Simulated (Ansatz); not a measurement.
A nudged elastic band was laid between two geometries of BClH3N + H2S (9 atoms, charge 0, multiplicity 1).

Level of theory: RKS PBE0-D4/6-31G* in Ansatz 0.2.0.

- movable images: 7
- climbing image: yes
- spring: 5.0 eV/Å²
- optimiser: quadratic models (default)
- start path: through a guess of the saddle point
- force threshold: 0.05 eV/Å
- iteration limit: 60
- end points: relaxed

Image 0:

```xyz
9
Properties=species:S:1:pos:R:3
B 0.116 -0.294 -0.124
Cl 0.090 -0.920 1.544
N 1.303 -0.308 -0.836
H 2.176 -0.649 -0.462
H 1.362 0.053 -1.776
H -0.900 0.112 -0.598
S 0.040 3.013 1.532
H 1.194 2.529 2.024
H -0.657 1.941 1.948
```

Image 8:

```xyz
9
Properties=species:S:1:pos:R:3
B 0.152 0.702 -0.521
Cl -0.426 -0.274 3.438
N 1.366 0.117 -0.860
H 1.418 -0.638 -1.527
H 2.258 0.367 -0.460
H -0.866 0.335 -1.023
S -0.025 2.058 0.697
H 1.270 2.209 1.039
H -0.423 0.601 2.471
```

Question: Which bonds break or form, and what moves?

Answer: Bonds broken: B1–Cl2, S7–H9. Bonds formed: B1–S7, Cl2–H9. BClH3N + H2S becomes BH4NS + ClH.

Question: Give the energies along the band, and the barrier.

Answer: The run converged. The highest image is number 4 of 0 to 8, 1.29 eV above the first end and 1.09 eV above the last; the last end lies 0.21 eV above the first. The profile has 2 maxima (images 1, 4) with wells between them (image 3): this band takes more than one step, which may be the mechanism or a detour left from its start path. Neighbouring images differ by up to 1.3 eV, so the band resolves the path poorly. The order of the point at the top wasn't checked. The orbitals stay closed-shell, which can raise the energy where a bond breaks towards radicals; this wasn't checked here.

```tsv
image	path coordinate (Å)	energy (eV)	B1–Cl2 (Å)	S7–H9 (Å)	B1–S7 (Å)
0	0.00	0.00	1.78	1.34	3.70
1	2.11	0.14	1.78	1.35	3.78
2	4.21	0.13	1.78	1.34	3.87
3	6.32	0.00	1.78	1.35	3.76
4	8.43	1.29	2.29	1.50	1.98
5	9.01	0.60	2.79	1.96	1.87
6	9.59	0.25	3.35	2.27	1.84
7	10.18	0.21	3.80	2.35	1.83
8	10.76	0.21	4.12	2.33	1.83
```

Question: What is the geometry of the highest image?

Answer: 
```xyz
9
Properties=species:S:1:pos:R:3
B 0.084 0.357 0.002
Cl 0.060 -0.527 2.119
N 1.295 0.157 -0.692
H 1.393 -0.711 -1.200
H 2.180 0.466 -0.317
H -0.958 -0.064 -0.391
S -0.186 2.156 0.784
H 1.104 2.460 1.028
H -0.249 1.184 1.919
```

The band took 53 iterations and of the order of 9 core-minutes.

Time of the run: 8.6 min on 1 thread of AMD EPYC 9R45 96-Core Processor (Zen 5), with other jobs on the host, peak memory 0.19 GiB.
